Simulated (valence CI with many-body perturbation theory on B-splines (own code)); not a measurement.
Pt64+: electric-dipole lines

Level of theory: configuration interaction combined with many-body perturbation theory (CI+MBPT): four valence electrons over a frozen Dirac-Fock core [Ne], radial functions for each j: 11 s, 11 p, 9 d, 7 f, 5 g, 2 h, 1 i, with the one-electron correlation potential Σ1 (screened to all orders), the two-electron term Σ2, the three-electron term Σ3, Breit, model QED; selected single and double excitations, second order for the rest (own B-spline code, finite nucleus).

The last digits are not significant, and no measured levels were compared; by estimate large intervals hold to a few tenths of a per cent, small ones and those within an open d or f shell to about a per cent.

Lines 51 to 100 of 245 in falling wavelength, among levels below 1545.3 eV, chosen from the strongest by gf and those to the six lowest levels. Wavelengths and rates use the calculated energies. Electric multipoles are in the length gauge, E1 and E2 with the static RPA response of the core. Weak lines are less certain than strong ones. Lines between different terms over intervals too small for the method are left out, as are lines whose strength nearly cancels. The highest levels of a list are the least certain.

Levels are named by their leading jj configuration (3d3/2^4 stands for four electrons in 3d with j = 3/2), which in mixed levels can hold well under half, so a name can repeat and another be missing. Letters in brackets count levels of one name in rising energy.

```csv
λ vac (Å),Upper,Lower,A (s⁻¹),S (a.u.) with core polarisation,S without
56.62,(3s 3p1/2^2 3d3/2) J=2,(3s 3p1/2^2 3p3/2) J=1,8.51e+09,3.81e-03,3.87e-03
56.55,(3s 3p1/2 3p3/2 3d3/2) J=2 [a],(3s 3p1/2 3p3/2^2) J=2 [a],1.69e+10,7.55e-03,7.66e-03
56.17,(3s 3p1/2 3p3/2 3d3/2) J=2 [b],(3s 3p1/2 3p3/2^2) J=2 [b],2.47e+10,1.08e-02,1.09e-02
56.02,(3p1/2^2 3p3/2^2) J=2,(3s 3p1/2 3p3/2^2) J=3,7.68e+10,3.33e-02,3.38e-02
55.26,(3p1/2^2 3p3/2 3d3/2) J=2,(3s 3p1/2 3p3/2 3d3/2) J=1 [a],1.33e+10,5.55e-03,5.62e-03
54.99,(3s^2 3p1/2 3d3/2) J=2,(3s^2 3p1/2 3p3/2) J=2,1.17e+10,4.82e-03,4.88e-03
53.27,(3s^2 3p3/2^2) J=2,(3s^2 3p1/2 3d3/2) J=2,2.80e+08,1.05e-04,1.06e-04
52.93,(3p1/2^2 3p3/2 3d3/2) J=2,(3s 3p1/2 3p3/2 3d3/2) J=2 [a],1.35e+10,4.93e-03,4.99e-03
52.69,(3s^2 3p1/2 3d3/2) J=2,(3s^2 3p1/2 3p3/2) J=1,3.28e+08,1.19e-04,1.20e-04
51.99,(3p1/2^2 3p3/2 3d3/2) J=0,(3s 3p1/2 3p3/2 3d3/2) J=1 [a],7.00e+10,4.86e-03,4.93e-03
51.67,(3s 3p1/2^2 3d3/2) J=1,(3s 3p1/2^2 3p3/2) J=2,6.52e+09,1.33e-03,1.35e-03
50.02,(3s 3p1/2^2 3d3/2) J=2,(3s 3p1/2^2 3p3/2) J=2,1.42e+10,4.38e-03,4.43e-03
48.60,(3s^2 3p3/2^2) J=2,(3s 3p1/2^2 3p3/2) J=1,9.44e+08,2.68e-04,2.71e-04
45.34,(3s^2 3p1/2 3d3/2) J=1,(3s^2 3p1/2 3p3/2) J=2,6.77e+09,9.35e-04,9.50e-04
44.79,(3s^2 3p3/2^2) J=0,(3s 3p1/2^2 3p3/2) J=1,9.97e+08,4.42e-05,4.49e-05
43.77,(3s^2 3p1/2 3d3/2) J=1,(3s^2 3p1/2 3p3/2) J=1,2.97e+09,3.68e-04,3.72e-04
43.66,(3s^2 3p3/2^2) J=2,(3s 3p1/2^2 3p3/2) J=2,8.16e+08,1.68e-04,1.70e-04
40.20,(3s 3p1/2^2 3d5/2) J=3,(3s^2 3p1/2 3d3/2) J=2,8.40e+08,1.89e-04,1.91e-04
39.48,(3s 3p1/2 3p3/2 3d5/2) J=1 [a],(3s 3p1/2 3p3/2^2) J=1 [b],4.15e+10,3.78e-03,3.83e-03
38.34,(3s 3p1/2^2 3d5/2) J=2,(3s^2 3p1/2 3d3/2) J=2,4.77e+08,6.64e-05,6.75e-05
37.03,(3s 3p1/2 3p3/2 3d5/2) J=2 [b],(3s 3p1/2 3p3/2^2) J=2 [b],8.73e+10,1.09e-02,1.11e-02
37.01,(3s 3p1/2 3p3/2 3d5/2) J=1 [b],(3s 3p1/2 3p3/2^2) J=1 [b],6.18e+10,4.64e-03,4.69e-03
36.23,(3s 3p1/2 3p3/2 3d5/2) J=3 [c],(3s 3p1/2 3p3/2^2) J=2 [b],2.47e+10,4.06e-03,4.11e-03
36.19,(3s 3p1/2 3p3/2 3d5/2) J=1 [a],(3s 3p1/2 3p3/2^2) J=0,8.67e+10,6.09e-03,6.16e-03
35.86,(3s 3p1/2^2 3d5/2) J=2,(3s 3p1/2^2 3p3/2) J=1,2.30e+11,2.62e-02,2.65e-02
35.79,(3s^2 3p3/2 3d5/2) J=2,(3s^2 3p3/2^2) J=2,2.30e+11,2.61e-02,2.64e-02
35.62,(3s 3p1/2 3p3/2 3d5/2) J=1 [c],(3s 3p1/2 3p3/2^2) J=1 [b],8.25e+10,5.52e-03,5.59e-03
35.62,(3s 3p1/2 3p3/2 3d5/2) J=1 [b],(3s 3p1/2 3p3/2^2) J=2 [b],5.12e+10,3.42e-03,3.47e-03
35.56,(3s^2 3d3/2 3d5/2) J=3,(3s^2 3p3/2 3d3/2) J=2,2.97e+11,4.62e-02,4.68e-02
35.38,(3s^2 3p1/2 3d5/2) J=2,(3s^2 3p1/2 3p3/2) J=2,5.48e+10,5.99e-03,6.07e-03
35.23,(3s^2 3p1/2 3d5/2) J=3,(3s^2 3p1/2 3p3/2) J=2,2.91e+11,4.40e-02,4.45e-02
35.23,(3s 3p1/2 3p3/2 3d5/2) J=0,(3s 3p1/2 3p3/2^2) J=1 [b],4.55e+11,9.82e-03,9.94e-03
35.19,(3s 3p1/2 3p3/2 3d5/2) J=2 [a],(3s 3p1/2 3p3/2^2) J=2 [a],2.30e+11,2.47e-02,2.50e-02
35.06,(3s 3p1/2 3p3/2 3d5/2) J=3 [b],(3s 3p1/2 3p3/2^2) J=3,2.44e+11,3.64e-02,3.68e-02
34.98,(3s^2 3d3/2 3d5/2) J=3,(3s^2 3p3/2 3d3/2) J=3,5.58e+10,8.25e-03,8.35e-03
34.69,(3s 3p1/2 3p3/2 3d5/2) J=4 [b],(3s 3p1/2 3p3/2^2) J=3,2.44e+11,4.53e-02,4.59e-02
34.54,(3s 3p1/2 3p3/2 3d5/2) J=2 [d],(3s 3p1/2 3p3/2^2) J=1 [b],4.56e+11,4.63e-02,4.69e-02
34.49,(3s^2 3p3/2 3d5/2) J=1,(3s^2 3p3/2^2) J=0,4.22e+11,2.56e-02,2.59e-02
34.48,(3s 3p1/2^2 3d5/2) J=3,(3s 3p1/2^2 3p3/2) J=2,2.73e+11,3.86e-02,3.91e-02
34.45,(3s^2 3d3/2 3d5/2) J=2,(3s^2 3p3/2 3d3/2) J=1,2.67e+11,2.69e-02,2.72e-02
34.42,(3s^2 3d3/2 3d5/2) J=2,(3s^2 3p3/2 3d3/2) J=2,1.56e+11,1.57e-02,1.59e-02
34.41,(3s^2 3p1/2 3d5/2) J=2,(3s^2 3p1/2 3p3/2) J=1,3.77e+11,3.79e-02,3.84e-02
34.41,(3s 3p1/2 3p3/2 3d5/2) J=1 [c],(3s 3p1/2 3p3/2^2) J=1 [a],3.39e+11,2.04e-02,2.07e-02
34.23,(3s 3p1/2 3p3/2 3d5/2) J=2 [b],(3s 3p1/2 3p3/2^2) J=3,1.07e+11,1.06e-02,1.07e-02
34.20,(3s 3p1/2 3p3/2 3d5/2) J=3 [a],(3s 3p1/2 3p3/2^2) J=2 [a],4.22e+11,5.83e-02,5.90e-02
34.20,(3s 3p1/2 3p3/2 3d5/2) J=3 [d],(3s 3p1/2 3p3/2^2) J=2 [b],4.93e+11,6.81e-02,6.89e-02
34.18,(3s 3p1/2 3p3/2 3d5/2) J=2 [c],(3s 3p1/2 3p3/2^2) J=1 [a],3.95e+11,3.89e-02,3.94e-02
34.11,(3s 3p1/2 3p3/2 3d5/2) J=2 [c],(3s 3p1/2 3p3/2^2) J=2 [b],1.60e+11,1.57e-02,1.59e-02
34.10,(3s 3p1/2 3p3/2 3d5/2) J=1 [b],(3s 3p1/2 3p3/2^2) J=0,2.41e+11,1.41e-02,1.43e-02
34.04,(3s 3p1/2 3p3/2 3d5/2) J=0,(3s 3p1/2 3p3/2^2) J=1 [a],1.60e+11,3.11e-03,3.15e-03
```
